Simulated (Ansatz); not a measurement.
Wavefunction ladder for CH₃BClFS, SMILES `CSB(F)Cl`

```xyz
8

C    -0.1865    1.2057    0.4276
S    -0.3165    0.2347   -1.0961
B     0.2015   -1.3767   -0.5364
F     0.5535   -1.6026    0.7180
Cl    0.2494   -2.7077   -1.6747
H    -0.4917    2.2205    0.1762
H    -0.8488    0.8093    1.1945
H     0.8391    1.2168    0.7908
```

Total charge 0; spin multiplicity 1. The geometry is a stationary point of PBE0-D4/def2-TZVP. It is one conformer, not always the lowest. Frozen core, restricted reference, Ansatz. CBS rows extrapolate triple and quadruple zeta; past MP2 they add the triple-zeta difference.

| basis | HF (Eh) | MP2 corr. | CCSD corr. | (T) | CCSD(T) total |
| --- | --- | --- | --- | --- | --- |
| def2-SVP | -1020.50408 | -0.67156 | -0.71535 | -0.01872 | -1021.23815 |
| def2-TZVPP | -1020.99612 | -0.88159 | -0.92504 | -0.03800 | -1021.95916 |
| def2-QZVPP | -1021.02714 | -0.95854 | – | – | – |
| CBS(def2) | -1021.03142 | -1.01555 | -1.05900 | as TZ | -1022.12842 |
